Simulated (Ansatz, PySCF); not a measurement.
System: H₂BO₂, charge 0, multiplicity 2. SMILES: O[B]O
Geometry from a B3LYP-D3(BJ)/def2-TZVP (Ansatz, an electronic-structure program) optimisation:
```xyz
5

B     -0.4472    -0.2864    -0.0092
O     -0.6236     1.0437     0.1172
O      0.6904    -1.0009    -0.1159
H      0.1763     1.5939     0.1372
H      1.5249    -0.5046    -0.1021
```
Charge 0, spin multiplicity 2.

PBE/6-31G* beside other levels, property by property. Set-up: each state is the SCF solution reached for its charge and spin; no dispersion term unless named; atomisation electronic, to ground-state atoms; 6-31G* and kin with 6d, 5d where marked; no spin-orbit coupling; non-relativistic; frozen cores in correlated levels; UHF or UKS for open shells. Basis-set limits of correlation are two-point, X^-3; Hartree-Fock from the larger set. [CCSD(T)-MP2]/basis is that difference in the basis named. First-principles rows: single points at B3LYP-D3(BJ) geometries (Ansatz), with unscaled harmonic terms from B3LYP/6-31G* at its own minima, enthalpies of formation by atomisation with measured atoms.

Coupled cluster (Ansatz) is a level with limits of its own, used here on species with T1 under 0.025 (0.045 for open shells) and stable references: RI-MP2/CBS(aug-cc-pVTZ,aug-cc-pVQZ)+[CCSD(T)-MP2]/aug-cc-pVTZ.

```
property                                        PBE/6-31G* (Ansatz)  B3LYP/6-31G* (Ansatz)  M06-2X/6-31G* (5d) (PySCF)  PBE0/def2-TZVPD (Ansatz)        to compare with
----------------------------------------------  -------------------  ---------------------  --------------------------  ------------------------  ---------------------
enthalpy of formation at 298 K (kcal/mol)                    -101.9                  -83.6                       -89.8                     -93.5  -94.2 coupled cluster
vertical ionisation energy to the singlet (eV)                 8.44                   8.55                        8.52                      8.82   8.78 coupled cluster
atomisation energy (kcal/mol)                                 476.7                  458.4                       464.6                     468.3  468.9 coupled cluster
```

As the rows show:
- enthalpy of formation at 298 K: PBE/6-31G* lies 7.7 kcal/mol below coupled cluster.
- vertical ionisation energy to the singlet: PBE/6-31G* lies 0.34 eV below coupled cluster.
- atomisation energy: PBE/6-31G* lies 7.8 kcal/mol above coupled cluster.

The properties are those with a value to compare with, at most eight drawn at random. No case is left out for the size of its miss. Left out are saddle points of the reference geometry, anions that the best level run finds unbound, excited spin states, species near biochemistry, cases with under five habitual levels, runs that failed or whose electronic state is in doubt, and table entries that another table contradicts.
